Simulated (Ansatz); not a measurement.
System: sum formula YOBr, charge 0, multiplicity 1. 
Geometry from a B3LYP-D3(BJ)/def2-TZVP (Ansatz, a quantum-chemistry and plane-wave program) optimisation:
SMILES: [O]=[Y][Br]
```xyz
3

Y      0.9926    -0.3896     0.0860
O      1.9097    -0.1887    -1.4605
Br    -1.5426     0.4773     0.2380
```
Charge 0, spin multiplicity 1.

Property: vertical electron affinity (to the doublet state of charge -1; a negative value means that the extra electron is unbound and the number depends on the basis; each state is the SCF solution reached for its spin), in eV. Correlated levels leave the core frozen unless marked. UHF or UKS for open shells. Spin-orbit coupling is left out. Frozen are the shells of the preceding noble gas and the d and f shells that filled before the atom's block. In def2 rows, elements after Kr have scalar-relativistic effective core potentials. Anions need diffuse functions: def2-D sets add few. CBS marks a two-point X^-3 extrapolation of the correlation energy; Hartree-Fock from the larger set. The bracket is a focal-point correction in the basis named.

```json
[
 {"level": "HF/def2-SVPD", "program": "Ansatz", "vertical electron affinity (eV)": "1.23"},
 {"level": "HF/def2-TZVPPD", "program": "Ansatz", "vertical electron affinity (eV)": "1.23"},
 {"level": "HF/def2-QZVPPD", "program": "Ansatz", "vertical electron affinity (eV)": "1.24"},
 {"level": "SVWN5/def2-TZVPD", "program": "Ansatz", "vertical electron affinity (eV)": "1.53"},
 {"level": "PBE/def2-TZVPD", "program": "Ansatz", "vertical electron affinity (eV)": "1.39"},
 {"level": "B3LYP/def2-TZVPD", "program": "Ansatz", "vertical electron affinity (eV)": "1.48"},
 {"level": "PBE0/def2-TZVPD", "program": "Ansatz", "vertical electron affinity (eV)": "1.41"},
 {"level": "BHLYP/def2-TZVPD", "program": "Ansatz", "vertical electron affinity (eV)": "1.40"},
 {"level": "wB97X/def2-TZVPD", "program": "Ansatz", "vertical electron affinity (eV)": "1.24"},
 {"level": "B2PLYP/def2-TZVPD", "program": "Ansatz", "vertical electron affinity (eV)": "1.30"},
 {"level": "MP2/def2-TZVPPD", "program": "Ansatz", "vertical electron affinity (eV)": "1.19"},
 {"level": "SCS-MP2/def2-TZVPPD", "program": "Ansatz", "vertical electron affinity (eV)": "1.18"},
 {"level": "CCSD(T)/def2-TZVPPD", "program": "Ansatz", "vertical electron affinity (eV)": "1.29"},
 {"level": "RI-MP2/CBS(def2-TZVPPD,def2-QZVPPD)+[CCSD(T)-MP2]/def2-TZVPPD", "program": "Ansatz", "vertical electron affinity (eV)": "1.32"}
]
```
